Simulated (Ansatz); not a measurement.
`O/C=C/[SiH2]Cl` and `O/C=C\I` differ in one atom or group (the configuration at the double bond changes too).

Ansatz, PBE0-D4/def2-TZVP geometries, multiplicity 1. Each molecule was computed in one conformer, which needn't be the lowest.

Elements past krypton have def2 core potentials.

| property | `O/C=C/[SiH2]Cl` |
| --- | --- |
| HOMO energy (ωB97M-V/def2-TZVPP) / eV | -9.54 |
| LUMO energy (PBE0/def2-TZVPP) / eV | -0.33 |
| HOMO–LUMO gap (PBE/def2-TZVPP) / eV | 4.87 |
| size of the dipole moment (B3LYP/def2-TZVPP) / D | 3.43 |
| HOMO energy (PBE0/def2-TZVPP) / eV | -7.34 |
| HOMO–LUMO gap (ωB97M-V/def2-TZVPP) / eV | 11.25 |

Give the same properties after the change, and the shifts. (An estimate is asked.)

The calculation gave: 
```tsv
property	`O/C=C\I`	shift
HOMO energy (ωB97M-V/def2-TZVPP) / eV	-8.81	0.73
LUMO energy (PBE0/def2-TZVPP) / eV	-0.67	-0.34
HOMO–LUMO gap (PBE/def2-TZVPP) / eV	3.96	-0.91
size of the dipole moment (B3LYP/def2-TZVPP) / D	0.60	-2.83
HOMO energy (PBE0/def2-TZVPP) / eV	-6.69	0.65
HOMO–LUMO gap (ωB97M-V/def2-TZVPP) / eV	10.11	-1.14
```

With PBE0 the HOMO rises by 0.65 eV and the LUMO falls by 0.34 eV, so the gap narrows by about 0.99 eV. PBE moves the HOMO by 0.60 eV and ωB97M-V by 0.73 eV. Dipoles are sizes alone; their direction can turn.

B3LYP here is the variant with VWN-RPA as its local correlation; programs differ in this.

Spin–orbit coupling is left out; it splits and shifts lone-pair levels of the heavy atoms by tenths of an eV.
